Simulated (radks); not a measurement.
All-electron atom: Pt4+ in [Kr] 4d10 4f14 5s1.5 5p6 5d6 6p0.5 (fractional occupations, a model configuration). All-electron calculation, non-relativistic Kohn-Sham, LDA (Slater exchange, Perdew-Wang correlation), spin-polarised, spherical densities, point nucleus; open shells are filled with parallel spins first (spin-orbit coupling, left out, can overturn this in heavy ions); relativity is left out, which matters for an element this heavy. Program: a radial shooting solver on a logarithmic mesh with Libxc functionals.

Normalised radial functions P(r) = r R(r), r in bohr:

```
   r/bohr * 5p up, o 5d up, + 6p up (the largest magnitude, 1.12, reaches the edge; | marks zero, & curves that meet)
 0.003371                             &
 0.004568                             &
 0.006142                             &*
 0.008324                             o&
  0.01119                             o+*
  0.01517                             o+ *
  0.02056                             |o+ *
  0.02764                             |o +  *
  0.03745                             | o+   *
  0.05036                             |  +o *
  0.06825                             |+ *  o
  0.09249                          * +|      o
   0.1244                    *    +   |      o
   0.1685                    *    +   |   o
   0.2284                         o   +*
   0.3071                   o         |    +      *
   0.4162                   o         |    +       *
   0.5595                            &|
   0.7583         *          +        |            o
    1.028  *                  +       |                     o
    1.382         *                   | +                   o
    1.873                    *        |             +o
    2.538                           * |      o          +
    3.412                             * o         +
    4.625                             &    +
    6.218                             &+
    8.426                             &
```

5p up: eigenvalue -106.02 eV, 3 radial nodes at r = 0.0792, 0.225, 0.548 bohr, <r> = 1.12 bohr, 90 % of the charge inside 1.61 bohr. 5d up: eigenvalue -58.551 eV, 2 radial nodes at r = 0.198, 0.573 bohr, <r> = 1.39 bohr, 90 % of the charge inside 2.06 bohr. 6p up: eigenvalue -34.043 eV, 4 radial nodes at r = 0.0791, 0.223, 0.532, 1.32 bohr, <r> = 2.62 bohr, 90 % of the charge inside 3.71 bohr.
